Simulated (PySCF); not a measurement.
Several molecules and their computed UV-vis stick spectra, shuffled. Computed, not measured: TDDFT B3LYP/def2-SVPD, vertical, gas phase, core orbitals frozen in the response (PySCF 2.14.0, density-fitted response routines). Geometries: GFN2-xTB; one conformer of each isolated species. Triplets are in the Tamm–Dancoff approximation.

A. `ClC[SiH]1OCCCO1`
B. `N#C[Si@H]([SiH3])OCO[SiH3]`
C. `COCC(=O)[SiH2]CCl`

Lowest singlet levels (six at most, fewer where fewer were computed) with oscillator strengths:

1. 5.74 eV (f 0.003); 6.40 eV (f 0.021); 6.50 eV (f 0.009); 6.71 eV (f 0.020); 6.87 eV (f 0.018); 6.96 eV (f 0.041); T1 5.41 eV
2. 6.63 eV (f 0.015); 7.09 eV (f 0.038); 7.11 eV (f 0.023); 7.27 eV (f 0.007); 7.30 eV (f 0.001); 7.41 eV (f 0.006); T1 6.08 eV
3. 3.32 eV (f 0.003); 5.29 eV (f 0.013); 5.34 eV (f 0.024); 5.62 eV (f 0.001); 6.06 eV (f 0.017); 6.32 eV (f 0.065); T1 2.69 eV

Question: Which spectrum belongs to which structure?

Answer: 1 = B, 2 = A, 3 = C.
- A: S1 at 6.63 eV, HOMO→LUMO (78%), HOMO→LUMO+1 (15%); Löwdin shares by element: HOMO chlorine 36%, carbon 16% or more, oxygen 12% or more, silicon 10% (atoms not listed hold the other 26%); LUMO chlorine 24%, silicon 13%, carbon 12% or more, oxygen 8% or more (atoms not listed hold the other 43%); HOMO -7.61 and LUMO 0.07 eV.
- B: S1 at 5.74 eV, HOMO→LUMO (97%); Löwdin shares by element: HOMO oxygen 44%, carbon 12% or more, silicon 9% or more (atoms not listed hold the other 36%); LUMO silicon 44% or more, carbon 19% or more, nitrogen 16% (atoms not listed hold the other 21%); HOMO -8.06 and LUMO -1.32 eV.
- C: S1 at 3.32 eV, HOMO→LUMO (96%); Löwdin shares by element: HOMO oxygen 46% or more, carbon 26% or more, silicon 12% (atoms not listed hold the other 16%); LUMO carbon 44% or more, oxygen 31% or more, silicon 10% (atoms not listed hold the other 15%); HOMO -6.84 and LUMO -1.92 eV.
